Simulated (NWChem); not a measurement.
System: C2H4BFO2; SMILES CB(F)C(=O)O

Input file for NWChem:

```
start job
memory heap 200 mb stack 900 mb global 1100 mb
geometry units angstroms noautoz
  C     -1.204271    -1.651044     0.201988
  B      0.061518    -0.757248     0.087599
  F      1.278727    -1.270800    -0.001782
  C     -0.061658     0.841536    -0.012885
  O     -0.701255     1.379267    -0.884679
  O      0.598574     1.526974     0.928092
  H     -1.717680    -1.451559     1.158895
  H     -0.988855    -2.726035     0.132061
  H     -1.921153    -1.360515    -0.583882
  H      0.441365     2.472044     0.756966
end
basis spherical
  C library def2-svp
  B library def2-svp
  F library def2-svp
  O library def2-svp
  H library def2-svp
end
dft
  xc bhlyp
  iterations 150
end
tddft
  nroots 6
  notriplet
end
task tddft energy
```

All runs use the structure optimised with PBE0/def2-SVP.

Vertical excitations in the gas phase.

**Question.** Predict the main results of this run. (BHandHLYP/def2-SVP, full TDDFT.) Quantities: lowest excitation, singlet (eV); oscillator strength of that lowest state; lowest state with f > 0.02, singlet (eV); oscillator strength of that bright state; orbital gap (eV).

**Answer.** 
| Property | Value |
|---|---|
| lowest excitation, singlet (eV) | 5.20 |
| oscillator strength of that lowest state | 0.006 |
| lowest state with f > 0.02, singlet (eV) | 8.32 |
| oscillator strength of that bright state | 0.036 |
| orbital gap (eV) | 9.47 |
